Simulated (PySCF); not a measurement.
Gas-phase reaction: 3 GeF₂ + 4 Cl → 2 GeF₃ + GeCl₄

Method: PySCF energies (xtb for GFN2) plus ideal-gas RRHO corrections (1 bar). † marks an energy on the PBE0/def2-TZVP geometry and frequencies; other levels use their own. 6-31G* has spherical d functions here. Open shells (unrestricted): Cl (multiplicity 2, electronic degeneracy 6), GeF₃ (multiplicity 2); the rest are closed-shell singlets. GFN2 has no spin-polarisation term. Spin-orbit splitting is ignored; it lowers the true energy and changes the entropy of Cl. Ge: all electrons, no relativistic terms. GeF₃: computed as isolated molecules; such fragments, hydroxides, amides, oligomers or adducts are transient or little studied in the gas. The harmonic model lacks anharmonicity and excited electronic states, which grow with temperature; levels with a mode under 35 cm⁻¹ are left out.

```csv
level,"ΔE electronic, kJ","ΔH°(298 K), kJ","ΔS°(298 K), J/K","ΔG°(1000 K), kJ"
GFN2-xTB,-602,-596,-490,-114
HF/6-31G*,-632,-620,-544,-79
HF/def2-TZVP†,-703,-692,-537,-159
PBE/def2-SVP,-939,-930,-531,-404
PBE/def2-TZVP†,-928,-917,-537,-384
PBE0/def2-TZVP,-945,-934,-537,-401
r2SCAN/def2-TZVP†,-988,-977,-537,-444
ωB97M-V/def2-TZVP†,-920,-910,-537,-376
```
ΔH° is lowest at r2SCAN/def2-TZVP† and highest at GFN2-xTB. No reference value is set beside these.
